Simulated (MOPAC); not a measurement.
A run for MOPAC: PM3 on AlHg, 2S+1 = 2, a spin state set in the input, which need not be the lowest, a point of a bond scan (R = 2.799 Å).

```
PM3 1SCF PRECISE CHARGE=0 UHF MS=0.5 THREADS=1
AlHg

Hg     0.00000000 1     0.00000000 1     0.00000000 1
Al     0.00000000 1     0.00000000 1     2.79899100 1
```

It printed:

```
*******************************************************************************
 **                                                                           **
 **                              MOPAC v23.2.5                                **
 **                                                                           **
 *******************************************************************************
 ** MOPAC's Digital Object Identifier: https://doi.org/10.5281/zenodo.6511958 **
 **                                                                           **
 ** Please cite the open-source release paper for use of this MOPAC version:  **
 ** J. E. Moussa and J. J. P. Stewart (2026)                                  **
 ** MOPAC: An open-source semiempirical molecular orbital program             **
 ** J. Open Source Softw., 11(119), 8025, https://doi.org/10.21105/joss.08025 **
 *******************************************************************************

                              PM3 CALCULATION RESULTS

 *******************************************************************************
 *  PM3        - The PM3 Hamiltonian to be used
 *  UHF        - UNRESTRICTED HARTREE-FOCK CALCULATION
 *
 *
 *
 *                 CHARGE ON SYSTEM = 0
 *
 *
 *
 *  MS=        - IN MECI, MAGNETIC COMPONENT OF SPIN =  0.5
 *  PRECISE    - TIGHTER CRITERIA TO BE USED
 *  1SCF       - DO 1 SCF AND THEN STOP
 *  THREADS=1  - MULTI-THREADING NOT USED
 *  T=         - A TIME OF 172800.0 SECONDS REQUESTED
 *  DUMP=N     - RESTART FILE WRITTEN EVERY 7200.0 SECONDS REQUESTED
 *******************************************************************************
PM3 1SCF PRECISE CHARGE=0 UHF MS=0.5 THREADS=1
 AlHg

   ATOM   CHEMICAL          X               Y               Z
  NUMBER   SYMBOL      (ANGSTROMS)     (ANGSTROMS)     (ANGSTROMS)

     1      Hg          0.00000000  *   0.00000000  *   0.00000000  *
     2      Al          0.00000000  *   0.00000000  *   2.79899100  *



          CARTESIAN COORDINATES

    NO.       ATOM           X           Y           Z

     1        Hg          0.0000      0.0000      0.0000
     2        Al          0.0000      0.0000      2.7990

 Al: (PM3): J. J. P. STEWART, J. COMP. CHEM. 10, 209 (1989).
 Hg: (PM3): J. J. P. STEWART, J. COMP. CHEM. 12, 320-341 (1991).

           Empirical Formula: Hg Al  =     2 atoms



      MOLECULAR POINT GROUP   :   C*v


          UHF CALCULATION, NO. OF ALPHA ELECTRONS =    3
                           NO. OF BETA  ELECTRONS =    2

 -------------------------------------------------------------------------------
 PM3 1SCF PRECISE CHARGE=0 UHF MS=0.5 THREADS=1
 AlHg



     1SCF WAS SPECIFIED, SO BFGS WAS NOT USED
     SCF FIELD WAS ACHIEVED


                              PM3 CALCULATION
                                                       MOPAC v23.2.5 Linux




          FINAL HEAT OF FORMATION =         53.10062 KCAL/MOL =     222.17298 KJ/MOL


          COSMO AREA              =         94.18 SQUARE ANGSTROMS
          COSMO VOLUME            =         79.15 CUBIC ANGSTROMS

          IONIZATION POTENTIAL    =          9.472388 EV
          ALPHA SOMO LUMO (EV)    =         -9.572 -3.993
          BETA  SOMO LUMO (EV)    =         -9.472 -3.615
          NO. OF ALPHA ELECTRONS  =          3
          NO. OF BETA  ELECTRONS  =          2
          MOLECULAR WEIGHT        =        227.5715         POINT GROUP:  C*v

          MOLECULAR DIMENSIONS (Angstroms)

            Atom       Atom       Distance
           Al     2   Hg     1     2.79899
           Al     2   Hg     1     0.00000
           Hg     1   Al     2     0.00000


          SCF CALCULATIONS        =          1





   ATOM   CHEMICAL          X               Y               Z
  NUMBER   SYMBOL      (ANGSTROMS)     (ANGSTROMS)     (ANGSTROMS)

     1      Hg          0.00000000  *   0.00000000  *   0.00000000  *
     2      Al          0.00000000  *   0.00000000  *   2.79899100  *

                             CARTESIAN COORDINATES

   1   Hg        0.000000000     0.000000000     0.000000000
   2   Al        0.000000000     0.000000000     2.798991000


           Empirical Formula: Hg Al  =     2 atoms



      MOLECULAR POINT GROUP   :   C*v


          ALPHA EIGENVALUES
 -11.74607  -9.79830  -9.57240  -3.99286   0.56678   0.86456   0.88042   3.06406


           BETA EIGENVALUES
 -12.17502  -9.47239  -3.61483  -3.48242   0.51996   1.13384   1.16298   6.73154


              NET ATOMIC CHARGES AND DIPOLE CONTRIBUTIONS

  ATOM NO.   TYPE          CHARGE      No. of ELECS.   s-Pop       p-Pop
    1         Hg           0.091503        1.9085     1.75045     0.15805
    2         Al          -0.091503        3.0915     0.00697     3.08454
 DIPOLE           X         Y         Z       TOTAL
 POINT-CHG.     0.000     0.000    -1.230     1.230
 HYBRID         0.000     0.000    -0.367     0.367
 SUM            0.000     0.000    -1.597     1.597


          ATOMIC ORBITAL ELECTRON POPULATIONS

     Atom    s        px        py        pz
    1 Hg   1.75045   0.00596   0.00272   0.14937
    2 Al   0.00697   1.99404   0.99728   0.09322


                    (SZ)    =    0.500000
                    (S**2)  =    1.031928


          ATOMIC ORBITAL SPIN POPULATIONS

    Atom   Total    s     px     py     pz
         Atomic
    1 Hg  0.0534  0.108 -0.000  0.003 -0.057
    2 Al  0.9466 -0.002  0.000  0.997 -0.049

 **********************
 *                    *
 * JOB ENDED NORMALLY *
 *                    *
 **********************




 == MOPAC DONE ==
```

The run finished. Its determinant has ⟨S²⟩ = 1.03, a mixture of spin states.

Cost: about 0.04 core-seconds (a rough figure).
